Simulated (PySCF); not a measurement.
Ligands exchanged one at a time, In CH3-OH. Isolated molecules, 0 K electronic values unless said otherwise. One relaxed conformer stands for each flexible species; it need not be the lowest. Strings in code marks are SMILES.

Level of theory: PySCF 2.14.0 with PBE-D3(BJ)/def2-TZVP // B3LYP-D3(BJ)/def2-TZVP. Excitations are Tamm–Dancoff values on a coarser integration grid. The basis has no diffuse functions, so Rydberg states are missing or too high.

| species | HOMO (eV) | S1 excitation (TDA) (eV) | S1 oscillator strength | LUMO (eV) | T1 excitation (TDA) (eV) |
|---|---|---|---|---|---|
| 0 of 3 CH3 replaced by OH (`[CH3][In]([CH3])[CH3]`) | -5.84 | 4.30 | 0.000 | -1.61 | (withheld) |
| 1 of 3 CH3 replaced by OH (`[In]([CH3])([OH])[CH3]` (C–In–O–H torsion 0°)) | (withheld) | 4.81 | 0.001 | -1.44 | (withheld) |
| 2 of 3 CH3 replaced by OH (`[CH3][In]([OH])[OH]` (O–In–O–H torsion 180°, O–In–O–H torsion -180°)) | -6.39 | 4.53 | 0.000 | -1.97 | 4.26 |
| 3 of 3 CH3 replaced by OH | -6.95 | 4.18 | (withheld) | (withheld) | 3.84 |

Question: Fill in the missing entries.

Answer: 
- 0 of 3 CH3 replaced by OH (`[CH3][In]([CH3])[CH3]`), T1 excitation (TDA) (eV): 4.08
- 1 of 3 CH3 replaced by OH (`[In]([CH3])([OH])[CH3]` (C–In–O–H torsion 0°)), HOMO (eV): -6.17
- 1 of 3 CH3 replaced by OH (`[In]([CH3])([OH])[CH3]` (C–In–O–H torsion 0°)), T1 excitation (TDA) (eV): 4.46
- 3 of 3 CH3 replaced by OH, S1 oscillator strength: 0.000
- 3 of 3 CH3 replaced by OH, LUMO (eV): -2.91
